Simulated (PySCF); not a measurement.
H2.

```xyz
2

H      0.0000     0.0000    -0.3731
H      0.0000     0.0000     0.3731
```
Charge 0, spin multiplicity 1.

Geometry: PBE0-D3(BJ)/def2-TZVPD.

Level of theory: PySCF with PBE/pcSseg-2. Non-relativistic, no solvent.

Computed absolute GIAO shielding of each atom: isotropic value and principal components (ppm):
```
atom  σ(iso)   σ11   σ22   σ33  span
----  ------  ----  ----  ----  ----
H1      26.6  26.1  26.1  27.6   1.5
H2      26.6  26.1  26.1  27.6   1.5
```
